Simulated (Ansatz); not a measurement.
C2H6O2, SMILES `CC(O)O` (O–C–O–H torsion 74°, O–C–O–H torsion -74°) (charge 0, multiplicity 1).

Method: B3LYP/cc-pVTZ // PBE0-D3(BJ)/def2-TZVP run with Ansatz (a quantum-chemistry and plane-wave program).

Ansatz 0.2 input:
```yaml
crystal:
  periodic: [false, false, false]
  atoms:
    - { symbol: C, position_ang: [-0.991002, -0.427676, -0.512223] }
    - { symbol: C, position_ang: [0.20203, 0.040981, 0.273897] }
    - { symbol: O, position_ang: [1.344243, -0.527274, -0.313475] }
    - { symbol: O, position_ang: [0.215421, 1.444518, 0.224134] }
    - { symbol: H, position_ang: [-0.891203, -0.088976, -1.544931] }
    - { symbol: H, position_ang: [-1.90592, -0.012534, -0.089955] }
    - { symbol: H, position_ang: [-1.045158, -1.516089, -0.499898] }
    - { symbol: H, position_ang: [0.130681, -0.28601, 1.323394] }
    - { symbol: H, position_ang: [2.096079, -0.4063, 0.271573] }
    - { symbol: H, position_ang: [0.844829, 1.779356, 0.867486] }
basis:
  gaussian: { orbitals: cc-pVTZ }
hamiltonian:
  xc: b3lyp
```

Output:

```
Functional definition: B3LYP
1022 factors; their error is unknown
mean field evaluation 1: about -6258.9362 eV, gradient 7.3e1 eV
mean field evaluation 2: about -6249.1520 eV, gradient 1.0e2 eV
mean field evaluation 4: about -6268.4790 eV, gradient 4.1e0 eV
mean field evaluation 8: about -6268.5079 eV, gradient 5.5e-2 eV
mean field evaluation 16: about -6268.4908 eV, gradient 3.2e-5 eV
mean field -6268.49076884 eV, -230.3627868194 hartree, gradient 3.2e-5 eV, S^2 0.000000; 0 other end points of the search recorded, 0 dependent functions left out
reference -6268.49100309 eV, -230.3627954279 hartree; 17, 17 occupied and 187, 187 virtual orbitals, 1022 factors
Total energy: -6268.49100309 eV, -230.3627954279 hartree
```
